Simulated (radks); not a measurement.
All-electron atom: Re XIII in [Kr] 4d10 4f14 5s2 7p1 (not the ground configuration).

All-electron calculation, Dirac Kohn-Sham, PBE, spin-unpolarised, spherical densities, point nucleus; open shells are shared between the two j in proportion to 2j + 1. Program: a radial shooting solver on a logarithmic mesh with Libxc functionals.

Energy parts (eV):
| part | energy |
|---|---|
| total | -453518.10 |
| kinetic | 513124.45 |
| electron-nucleus | -1120181.81 |
| Hartree | 162380.19 |
| exchange-correlation | -8840.93 |

Orbitals (lengths in bohr, moments of r in powers of bohr):
orbital      occ.  eigenvalue (eV)   <1/r>
1s1/2           2        -71803.33   88.81
2s1/2           2        -12634.08   21.65
2p1/2           2        -12098.51   21.61
2p3/2           4        -10658.06   18.04
3s1/2           2        -3100.535   7.950
3p1/2           2        -2861.736   7.863
3p3/2           4        -2548.676   6.940
3d3/2           4        -2148.419   6.835
3d5/2           6        -2080.411   6.619
4s1/2           2        -826.9268   3.346
4p1/2           2        -727.2017   3.236
4p3/2           4        -654.0336   2.917
4d3/2           4        -490.2362   2.710
4d5/2           6        -476.6320   2.636
5s1/2           2        -294.9890   1.439
4f5/2           6        -268.7711   2.251
4f7/2           8        -266.0922   2.223
7p1/2    0.333333         -87.2708  0.4723
7p3/2    0.666667         -84.3973  0.4573

The highest occupied level is 7p3/2 at -84.397 eV. The density falls to 0.001 e/bohr^3 at r = 4.09 bohr.
